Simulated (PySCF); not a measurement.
C₂H₈Si₂, singlet, at a GFN2-xTB geometry. Base run: PySCF with CAMB3LYP/STO-3G.

The PySCF input:
```python
from pyscf import gto, scf, dft

mol = gto.M(
    atom='''
C     0.252094    0.385150    1.246407
Si    1.345512   -0.266337   -0.189850
C    -0.253626   -0.395265   -1.242925
Si   -1.344790    0.271105    0.188208
H     0.499997    1.387923    1.584982
H     0.250765   -0.244754    2.132407
H     2.328275    0.697745   -0.691746
H     2.007125   -1.546267    0.077003
H    -0.256489    0.220533   -2.138708
H    -0.500352   -1.403859   -1.564856
H    -1.986513    1.559711   -0.085405
H    -2.343726   -0.677097    0.688412
''',
    basis='sto-3g',
    charge=0,
    spin=0,
    verbose=4,
)

mf = dft.RKS(mol)
mf.xc = 'camb3lyp'
mf.kernel()
```

Each row names what was changed in the base input (with any setting that the change needs).

```csv
change,ΔE vs base (µEh),SCF cycles
base,0.0,7
conv_tol = 1e-11,0.0,8
init_guess = mod_huckel,0.0,8
init_guess = 1e,0.0,9
level_shift = 1.0 (with mf.max_cycle = 100),0.0,20
diis = off; damp = 0.6 (with mf.diis_start_cycle = 200; with mf.max_cycle = 150),0.0,21
damp = 0.5; diis_start_cycle = 5,0.0,9
diis = off; damp = 0.3 (with mf.diis_start_cycle = 200; with mf.max_cycle = 150),0.0,11
diis_space = 12,0.0,7
init_guess = atom,0.0,7
init_guess = sap,0.0,8
conv_tol = 1e-12,0.0,8
diis = off (with mf.max_cycle = 100),0.0,53
```
